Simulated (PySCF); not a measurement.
**Unknown compound**

Molecular formula: CH8N2Si. Simulated spectra:

¹H NMR (600 MHz, computed): δ 4.66 (t, 2H), 2.53 (t, 2H), 0.43 (br s, 2H), -0.14 (br s, 2H).

¹³C{¹H} NMR (computed): δ 33.1 (CH2).

Theoretical values (PySCF): coordinates at the GFN2-xTB level, σ from GIAO-PBE0/pcSseg-1. Relativity neglected, one conformer, fast rotation and ring inversion assumed for equivalent nuclei, in vacuum.

Shifts are taken against calculated references (same method and geometry level): ¹H (σref 31.72) and ¹³C (σref 186.93) vs TMS.

Propose a structure and justify it.

Answers


- Rings plus π bonds: 0.
- Carbon types of the structure: 1 × CH2, leaving 6 H on heteroatoms.
- δC 33.1: sp3 CH2 bonded to N and Si; the inductive effect lowers its shielding.
- δH 4.66: hydrogen on a silicon bonded to C, N.
- δH 2.53: hydrogen on an sp3 CH2 bonded to N and Si; its carbon carries N, which withdraws density.
- δH 0.43: hydrogen on an amine nitrogen; exchangeable, gas-phase position.
- δH -0.14: hydrogen on a nitrogen bonded to Si; exchangeable, gas-phase position.

Structure: `NC[SiH2]N`.

OH and NH positions are those of a molecule without intermolecular hydrogen bonds; in solution they move with solvent, concentration and temperature, and exchange usually removes their couplings. Shifts are as computed. Against solution values, carbons near 30 ppm lie about +3 ppm off and those near 130 ppm about +5 ppm (rms about the fit 2.1 ppm; single classes can miss by 10 ppm). Of 1328 compounds with measured shifts, 309 miss one by over three times the rms of a fit or turn the order of signals round; such compounds aren't used in these exercises. Signals without a measured value on file couldn't be tested in this way; 1H shifts scatter by 0.2 ppm about their fit, and single ones miss by 0.5 ppm. Multiplicities follow the n + 1 count of equivalent neighbours, as no J values were calculated; m marks all less simple cases, F and P coupling included.
